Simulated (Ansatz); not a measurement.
Z-matrix (Å, degrees):
```
Si
C 1 1.892
H 1 1.480 2 108.6
H 1 1.480 2 108.6 3 -121.1
H 1 1.495 2 110.0 3 119.4
S 2 1.643 1 116.2 3 60.7
N 2 1.335 1 119.7 3 -119.3
H 7 1.010 2 119.5 1 180.0
H 7 1.006 2 121.8 1 -0.0
```

Charge 0, multiplicity 1.

Question: List the CAM-B3LYP/def2-TZVPP orbital energies in eV (Ansatz). (Estimate.)

Answer: Ansatz gave: Occupied: -2418.70, -1801.23, -393.01, -281.19, -216.74, -161.32, -161.25, -161.11, -145.82, -101.16, -101.14, -101.13, -28.39, -22.73, -18.90, -17.69, -16.53, -13.52, -12.85, -11.48, -11.34, -11.13, -8.22, -7.48. Lowest empty: -0.31, 1.12, 1.82, 2.36, 2.45, 2.74, 3.05, 4.23.
